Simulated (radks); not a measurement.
Values are calculated unless marked as measured or tabulated.
Q: Ru36+, configuration [He] 2s2 2p4. Code: a radial shooting solver on a logarithmic mesh with Libxc functionals. Model: Dirac Kohn-Sham, exchange-only PBE, spin-unpolarised, spherical densities, finite nucleus; open shells fill j = l - 1/2 first; Fermi nuclear charge, rms radius 4.4809 fm.

Spin-orbit splittings of the eigenvalues, e(l+1/2) - e(l-1/2), with zeta = 2 splitting/(2l+1) and mean radii in bohr:

| shell | occ. | splitting (eV) | zeta (eV) | <r> j=l-1/2 | <r> j=l+1/2 |
|---|---|---|---|---|---|
| 2p | 4 | 143.3 | 95.52 | 0.1184 | 0.1228 |
| 3p | 0 | ? | ? | 0.3137 | 0.3199 |

Estimate the 3p splitting.

A: 38.57 eV (zeta = 25.71 eV).
